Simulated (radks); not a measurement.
Values are calculated unless marked as measured or tabulated.
Question: These are the eigenvalues of the occupied orbitals of an atom or ion with whole-number occupations (Ry). Level of theory: non-relativistic Kohn-Sham, BLYP, spin-polarised, spherical densities, point nucleus (a radial shooting solver on a logarithmic mesh with Libxc functionals).

1s up: -552.5596
1s down: -552.5593
2s up: -64.93053
2s down: -64.81491
2p up: -56.37910
2p down: -56.29259
3s up: -7.41879
3s down: -7.17609
3p up: -4.86629
3p down: -4.62953
3d up: -0.70376
3d down: -0.49770
4s up: -0.40492
4s down: -0.37209

Which element is it, and in what charge state? The configuration may be excited. Open shells, if any, are filled with parallel spins first.

Answer: Z = 27, cobalt, charge 0: Co in [Ar] 3d7 4s2. The list shows which subshells hold electrons but not how many an open one holds; the 1s level, -276.28 hartree, gives Z - s = 23.5 by -(Z - s)^2/2, which with screening narrows Z to a few neighbours, and the depths of the outer levels then fix element, charge and occupations together.
